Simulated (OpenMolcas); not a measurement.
Ag2+: moving the ligands

Ag2+ with 4 ligands (chloride) in tetrahedral coordination (Td) at 2.55 Å. A charge of +0.5 e stands 3.2 Å behind each ligand. Ligand basis ANO-RCC-VDZP.

```yaml
Program: OpenMolcas 26.06
Method: CASSCF
Basis: ANO-RCC-VDZP [6s5p3d1f]
Scalar_Hamiltonian: DKH2, point nucleus
Active_space: 9 electrons in 5 orbitals (4d)
State_averaging: 2S+1 = 2 even, 5 roots
Spin-orbit_coupling: state interaction with AMFI integrals over the reference wave functions
```

Runs around this geometry, states (labels of Td). Energies in cm-1 above the lowest state or level, χT in cm3 K/mol; under a threefold ground state the first gap can be a small split of the lowest multiplet, not the spin-orbit step; 10Dq is the gap between the two states; 10Dq is negative for this site.

```
R (Å)  Ground state  First state of that spin   10Dq  First gap with spin-orbit (degeneracies)  χT at 300 K
 2.52           2T2                   2E 4516  -4516                               1400 (2, 4)        0.516
 2.55           2T2                   2E 4256  -4256                               1371 (2, 4)        0.534
 2.64           2T2                   2E 3590  -3590                               1274 (2, 4)        0.586
```

Taking |10Dq| as R^-n, n = -ln(3590 / 4516) / ln(2.64 / 2.52) = 4.9 between the shortest and longest distance. The point-charge formula for a cubic d site gives n = 5.

An orbital triplet at a regular site is open to Jahn-Teller coupling, which can distort the site and quench the lowest spin-orbit gaps and is left out. With metal d orbitals alone the field can be off either way by tens of per cent. Ligand-to-metal charge-transfer states are missing. The least metal-like active orbital is 84 % on the metal (Löwdin) and no ligand orbital is active, so the numbers are rough (holds for R = 2.52). No measured value stands beside these numbers; the geometry was imposed, not optimised, and the real ion may take another.
